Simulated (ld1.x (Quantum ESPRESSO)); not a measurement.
# Logarithmic derivatives: O, TM semilocal

ld1.x (Quantum ESPRESSO) 7.5 input, shortened:

```
&input
   title='O', zed=8., rel=1, dft='PBE', iswitch=3,
   config='[He] 2s2 2p2.5 3d-2'
 /
 &inputp
   pseudotype=1, tm=.true., lloc=2,
   nlcc=.true., new_core_ps=.true., rcore=0.70
 /
3
2S  1  0   2.00   0.00  0.90  0.90  0.0
2P  2  1   2.50   0.00  1.60  1.60  0.0
3D  3  2  -2.00   0.40  1.40  1.40  0.0
 &test
   configts(1)='2s2 2p2.5'
 /
```

The phase is arctan(r·u′/u) with u = r·R(r), unwrapped; energies in Ry, scanned from -6 to 5 Ry. A pole is an energy at which the radial function vanishes at the test radius. The pseudo phase is shifted by a multiple of π to meet the all-electron one at the reference energy, and phase errors are pseudo minus all-electron; the curves can meet again beyond the range given. Levels narrower than the energy grid can be missing from the lists of poles.

For each channel, where are the poles, and over which energies does the pseudopotential scatter like the atom?

| channel | radius (bohr) | reference energy (Ry) | poles, all-electron | poles, pseudo | unbroken range about the reference energy with phases within 0.05 rad | phase error 1 Ry above the reference energy (rad) |
| --- | --- | --- | --- | --- | --- | --- |
| s | 1.76 | -3.58 | -2.81 | -2.81 | below 2.3 | -0.000 |
| p | 1.76 | -2.46 | -1.75 | -1.73 | below 0.4 | +0.010 |
| d | 1.76 | 0.40 | none | none | the whole range | +0.001 |

Phases in the d channel:

```tsv
E (Ry)	all-electron	pseudo
-6.00	1.336	1.336
-5.48	1.326	1.326
-4.96	1.313	1.313
-4.44	1.299	1.299
-3.92	1.282	1.282
-3.40	1.262	1.262
-2.88	1.237	1.237
-2.36	1.206	1.207
-1.84	1.167	1.167
-1.32	1.113	1.113
-0.80	1.036	1.036
-0.28	0.919	0.919
0.24	0.725	0.725
0.76	0.376	0.376
1.28	-0.183	-0.183
1.80	-0.728	-0.727
2.32	-1.062	-1.061
2.84	-1.250	-1.249
3.36	-1.365	-1.364
3.88	-1.444	-1.442
4.40	-1.502	-1.500
4.92	-1.548	-1.546
```
